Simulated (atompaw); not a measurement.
**Si: one change to a PAW (atompaw) potential, before and after**

silicon, PAW, made with atompaw 4.2.0.5 (LDA (PW92), scalar-relativistic). Core [Ne], reference 3s2 3p2. Waves: 3s (bound): rc 1.95 bohr; 3s channel at 2.75 Ry: rc 1.40 bohr; 3p (bound): rc 1.95 bohr; 3p channel at 0.05 Ry: rc 1.95 bohr; 3d channel at -0.05 Ry: rc 1.95 bohr. Local part: troulliermartins scheme with l = 3 at 0.5 Ry, radius 1.50 bohr. Core correction: smooth core density matched at 1.00 bohr. Augmentation charge: gaussian compensation charge, radius 1.65 bohr; PAW radius 1.95 bohr; waves and projectors: custom rrkj gramschmidtortho.

All-electron outer shells of the reference configuration (LDA (PW92), scalar-relativistic, ld1.x):

```csv
shell,level (eV),outermost node (bohr),outermost maximum (bohr)
2s,-138.74,0.15,0.45
2p,-95.61,–,0.39
3s,-10.88,0.72,1.77
3p,-4.16,0.72,2.14
```

Change: all radii scaled by about 0.87 (s 1.70, p 1.70, d 1.70 bohr); local potential troulliermartins scheme with l = 3 at 0.5 Ry, radius 1.30 bohr; augmentation gaussian compensation charge, radius 1.44 bohr; PAW radius 1.70 bohr; waves and projectors: custom rrkj gramschmidtortho; core correction smooth core density matched at 0.86 bohr.

Cutoffs: the cutoffs (Ry, on a coarse ladder) from which the occupation-weighted sum of valence levels, in a spherical-Bessel basis at the reference potential, stays within 10 and 1 mRy of its value at 400 Ry; they do not see the model core or the augmentation charge, which bear on the density cutoff.

Problem. What does the change do?

Solution. The potential gets harder (8 Ry and 15 Ry → 10 Ry and 15 Ry); neither file shows a bound ghost. A smaller radius makes the pseudo-wave follow the all-electron one further in, where it bends more sharply, so more plane waves are needed.

```csv
quantity,base,changed
"cutoff, loose",8 Ry,10 Ry
"cutoff, tight",15 Ry,15 Ry
loose cutoff by channel (10 mRy a level),"s 6 Ry, p 6 Ry","s 8 Ry, p 6 Ry"
bound ghosts,none,none
lowest overlap eigenvalue by channel,"s 0.58, p 0.75, d 1.00","s 0.18, p 0.74, d 1.00"
```

 The cutoffs see the waves, projectors and local potential, not the compensation charge or the core.
